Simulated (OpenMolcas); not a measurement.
## Ir4+ in a point-charge field

Ir4+ among 5 point charges of -0.65 e arranged as a trigonal bipyramid (D3h), 2.22 Å from the ion, with the axial distance 1.954 Å.

```
Program             : OpenMolcas 26.06
Method              : CASSCF
Basis               : ANO-RCC-VDZP [7s6p4d2f]
Scalar Hamiltonian  : DKH2, point nucleus
Active space        : 5 electrons in 5 orbitals (5d)
State averaging     : 2S+1 = 6 even, 1 root; 2S+1 = 4 even, 24 roots; 2S+1 = 2 even, 75 roots
Spin-orbit coupling : RASSI with atomic mean-field integrals over the reference wave functions
```

The lowest spin-free states (labels of D3, the rotations of D3h), above the lowest:

```json
{"State": "6A1", "Degeneracy": "1", "E (cm-1)": "0.0", "Free-ion L (%)": "S (100)"}
{"State": "4E", "Degeneracy": "2", "E (cm-1)": "26660", "Free-ion L (%)": "G (86)"}
{"State": "4E", "Degeneracy": "2", "E (cm-1)": "27195", "Free-ion L (%)": "G (95)"}
{"State": "4A1", "Degeneracy": "1", "E (cm-1)": "27752", "Free-ion L (%)": "G (100)"}
{"State": "4A2", "Degeneracy": "1", "E (cm-1)": "27765", "Free-ion L (%)": "G (99)"}
{"State": "4A1", "Degeneracy": "1", "E (cm-1)": "27771", "Free-ion L (%)": "G (99)"}
{"State": "4E", "Degeneracy": "2", "E (cm-1)": "28039", "Free-ion L (%)": "G (100)"}
{"State": "4E", "Degeneracy": "2", "E (cm-1)": "31986", "Free-ion L (%)": "P (54)"}
{"State": "4A2", "Degeneracy": "1", "E (cm-1)": "32705", "Free-ion L (%)": "P (100)"}
{"State": "4E", "Degeneracy": "2", "E (cm-1)": "32904", "Free-ion L (%)": "D (92)"}
{"State": "4A1", "Degeneracy": "1", "E (cm-1)": "34691", "Free-ion L (%)": "D (100)"}
{"State": "4E", "Degeneracy": "2", "E (cm-1)": "35769", "Free-ion L (%)": "D (64)"}
{"State": "2E", "Degeneracy": "2", "E (cm-1)": "38900", "Free-ion L (%)": "I (90)"}
{"State": "2E", "Degeneracy": "2", "E (cm-1)": "39241", "Free-ion L (%)": "I (93)"}
{"State": "2E", "Degeneracy": "2", "E (cm-1)": "39452", "Free-ion L (%)": "I (96)"}
{"State": "2A1", "Degeneracy": "1", "E (cm-1)": "39473", "Free-ion L (%)": "I (94)"}
{"State": "2A2", "Degeneracy": "1", "E (cm-1)": "39478", "Free-ion L (%)": "I (94)"}
{"State": "2A1", "Degeneracy": "1", "E (cm-1)": "39671", "Free-ion L (%)": "I (99)"}
{"State": "2E", "Degeneracy": "2", "E (cm-1)": "39734", "Free-ion L (%)": "I (97)"}
{"State": "2S+1 = 2", "Degeneracy": "2", "E (cm-1)": "40061", "Free-ion L (%)": "I (100)"}
```

The lowest levels with spin-orbit coupling:

```
E (cm-1)  Degeneracy  Label      2S+1                g
     0.0           2   E1/2  6 (86 %)   0.00 0.00 9.70
   105.1           2   E3/2  6 (87 %)   0.00 0.00 5.83
   195.8           2   E1/2  6 (88 %)   1.95 5.84 5.84
   20290           2   E1/2  4 (63 %)   0.00 0.00 5.54
   20687           2   E3/2  4 (60 %)   0.00 0.00 3.36
   22962           2   E1/2  4 (64 %)   1.32 2.70 2.70
   25504           2   E1/2  4 (90 %)   0.00 0.00 8.84
   26076           2   E3/2         4   0.00 0.00 2.75
   26454           2   E1/2  4 (89 %)   0.00 0.00 6.60
   26665           2   E1/2  4 (86 %)   0.43 3.35 3.35
   27328           2   E1/2  4 (86 %)   0.02 0.02 5.19
   27695           2   E1/2  4 (82 %)   1.60 5.04 5.04
   27718           2   E3/2  4 (84 %)   0.00 0.00 3.87
   27783           2   E3/2  4 (79 %)  0.00 0.00 11.52
   27804           2   E1/2  4 (84 %)   0.02 0.02 8.68
   28036           2   E1/2  4 (75 %)  0.00 0.00 13.41
   28485           2   E3/2  4 (87 %)   0.00 0.00 3.84
   28713           2   E1/2  4 (84 %)   0.00 0.00 5.65
   29006           2   E1/2  4 (87 %)   1.44 1.70 1.70
   29194           2   E1/2         4   0.51 2.26 2.26
```

Powder χT (cm3 K/mol): 2.97 at 2 K, 3.1 at 10 K, 3.62 at 50 K, 3.9 at 100 K, 4.06 at 200 K, 4.1 at 300 K. The effective moment at 300 K is 2.828 √(χT) = 5.73 μB.

Without dynamic correlation the repulsion within the d shell is too large (B by tens of per cent), so at a given field states of lower spin stand too high. Point charges give a weaker field than real ligands, and real ions of this kind are as a rule low spin; the high spin found here belongs to the model. Point charges carry no covalency, so the field is a model and not that of real ligands. No measured value stands beside these numbers.

A state without a sure symmetry label is named by its multiplicity alone.
